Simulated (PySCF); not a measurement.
# Two-component Hartree-Fock for Nd(21+) (neodymium, charge +21)

Start: [Kr] 4d3; 4d3/2 filled at m_j = -1/2, +1/2, +3/2. Calculated with PySCF 2.14 in an uncontracted even-tempered set (18 s from 1.4 bohr⁻², ratio 2.8; 14 p from 1.8 bohr⁻², ratio 2.8; 9 d from 1.8 bohr⁻², ratio 2.8; 4 f from 7.1 bohr⁻², ratio 3): generalised Hartree-Fock with the X2C-1e Hamiltonian and a Gaussian nucleus; spin-orbit coupling (SO) screened by Boettger's factors.

| spinor shell | electrons | ε, screened SO (eV) | weight of nominal j (screened SO) | rms radius, screened SO (bohr) |
| --- | --- | --- | --- | --- |
| 1s1/2 | 2 | -44369.2 | 1.000 | 0.0269 |
| 2s1/2 | 2 | -7784.2 | 1.000 | 0.109 |
| 2p1/2 | 2 | -7383.5 | 1.000 | 0.0938 |
| 2p3/2 | 4 | -6857.1 | 1.000 | 0.0998 |
| 3s1/2 | 2 | -2178.3 | 1.000 | 0.283 |
| 3p1/2 | 2 | -2007.5 | 1.000 | 0.274 |
| 3p3/2 | 4 | -1898.1 | 1.000 | 0.286 |
| 3d3/2 | 4 | -1605.5 | 0.996 | 0.257 |
| 3d5/2 | 6 | -1579.1 | 0.998 | 0.261 |
| 4s1/2 | 2 | -849.12 | 1.000 | 0.605 |
| 4p1/2 | 2 | -781.66 | 0.975 | 0.616 |
| 4p3/2 | 4 | -744.37 | 0.987 | 0.638 |
| 4d3/2 | 3 | -640.12 | 0.915 | 0.650 |

```json
{"quantity": "E (hartree)", "screened SO": "-9438.59901"}
{"quantity": "M_J", "screened SO": "3/2"}
{"quantity": "⟨J²⟩", "screened SO": "4.415"}
{"quantity": "⟨L²⟩", "screened SO": "10.012"}
{"quantity": "⟨S²⟩", "screened SO": "2.827"}
```

The determinant has a definite M_J but mixes levels of different J.

Each row is a mean over spinors that exchange with the open shell spreads, by up to 8.786 eV (4s1/2).

Breit and QED terms are absent; they matter most for the inner s and p1/2 levels.

Densities and radii are taken from the X2C orbitals without a picture-change correction, which distorts them close to the nucleus.
